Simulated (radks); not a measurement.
Task: The mean radii <r> (bohr) of the occupied orbitals of an atom or ion are listed with their occupations. Method: Dirac Kohn-Sham, PBEsol, spin-unpolarised, spherical densities, finite nucleus; Fermi nuclear charge, rms radius of each element as measured or else 0.836 A^(1/3) + 0.57 fm; computed with a radial shooting solver on a logarithmic mesh with Libxc functionals.

| orbital | occ. | <r> |
|---|---|---|
| 1s1/2 | 2 | 0.02319 |
| 2s1/2 | 2 | 0.09849 |
| 2p1/2 | 2 | 0.08246 |
| 2p3/2 | 4 | 0.08898 |
| 3s1/2 | 2 | 0.2603 |
| 3p1/2 | 2 | 0.2499 |
| 3p3/2 | 4 | 0.2625 |
| 3d3/2 | 4 | 0.2340 |
| 3d5/2 | 6 | 0.2379 |
| 4s1/2 | 2 | 0.5922 |
| 4p1/2 | 2 | 0.6071 |
| 4p3/2 | 4 | 0.6355 |
| 4d3/2 | 4 | 0.6795 |
| 4d5/2 | 6 | 0.6896 |
| 5s1/2 | 2 | 1.406 |
| 5p1/2 | 2 | 1.559 |
| 5p3/2 | 4 | 1.637 |
| 4f5/2 | 4 | 0.9334 |

Name the element and its charge. Open shells, if any, fill j = l - 1/2 first.

Result: Z = 61, promethium, charge +3: Pm3+ in [Xe] 4f4. The 1s radius gives Z: for a bare nucleus <r> = (2 gamma + 1)/(2Z) with gamma = sqrt(1 - (Z/c)^2), 0.02288 bohr for Z = 61, and screening makes it slightly larger (0.02319 here). The occupations add up to 58, and the charge is Z minus that.
